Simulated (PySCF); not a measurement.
PySCF 2.14 output of an unrestricted BP86 calculation on a single atom or ion in cc-pVDZ (3s2p1d, 14 functions), with no relativity, point nucleus:

```
SCF conv_tol = 1e-09
number electrons alpha = 1  beta = 1
    A. D. Becke.,  Phys. Rev. A 38, 3098 (1988)
    J. P. Perdew.,  Phys. Rev. B 33, 8822 (1986)
cycle= 1 E= -13.6477251129337  delta_E= -0.000308  |g|= 0.000997  |ddm|= 0.0483
cycle= 2 E= -13.647725343351  delta_E= -2.3e-07  |g|= 2.8e-05  |ddm|= 0.00123
cycle= 3 E= -13.6477253435333  delta_E= -1.82e-10  |g|= 1.08e-09  |ddm|= 3.33e-05
converged SCF energy = -13.6477253435333  <S^2> = -8.8817842e-16  2S+1 = 1
```

The run itself started from symmetry-adapted Hartree-Fock orbitals and held the occupation by maximum overlap, on a logarithmic radial grid, so the iterations belong to that start.

Problem. Which element, charge and spin multiplicity is this?

Solution. Be²⁺ (beryllium, charge +2), multiplicity 1; the state was 1s2, closed-shell 1S.
